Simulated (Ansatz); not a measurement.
A run of Ansatz (development build ahead of 0.2.0) on singlet SF₆ at this shape:

```yaml
atoms:
  - { symbol: S, position_ang: [-0.0014, 0.0004, 0.0003] }
  - { symbol: F, position_ang: [1.5640, 0.0016, -0.0014] }
  - { symbol: F, position_ang: [-0.0019, 1.5657, 0.0015] }
  - { symbol: F, position_ang: [-1.5660, 0.0006, 0.0008] }
  - { symbol: F, position_ang: [0.0007, -1.5650, -0.0005] }
  - { symbol: F, position_ang: [0.0000, -0.0002, 1.5650] }
  - { symbol: F, position_ang: [0.0000, -0.0009, -1.5632] }
```

Its results:

```json
{
  "Converged": "yes",
  "Total energy": "-993.52248 hartree",
  "Spin squared of the determinant": "0.000"
}
```

(1) Which input gives this output? Name the method, the orbitals and the basis set, and write the input.

## Answers

(1) RHF in 6-31G. An unrestricted run that stays on the closed shell gives the same numbers.

```yaml
crystal:
  periodic: [false, false, false]
  atoms:
    - { symbol: S, position_ang: [-0.00142, 0.00042, 0.00028] }
    - { symbol: F, position_ang: [1.56403, 0.00163, -0.00137] }
    - { symbol: F, position_ang: [-0.00188, 1.56574, 0.0015] }
    - { symbol: F, position_ang: [-1.56602, 0.00058, 0.00079] }
    - { symbol: F, position_ang: [0.00066, -1.56501, -0.00047] }
    - { symbol: F, position_ang: [1.0e-05, -0.00022, 1.565] }
    - { symbol: F, position_ang: [2.0e-05, -0.0009, -1.56323] }
basis:
  gaussian: { orbitals: "6-31G" }
hamiltonian:
  xc: hf
```
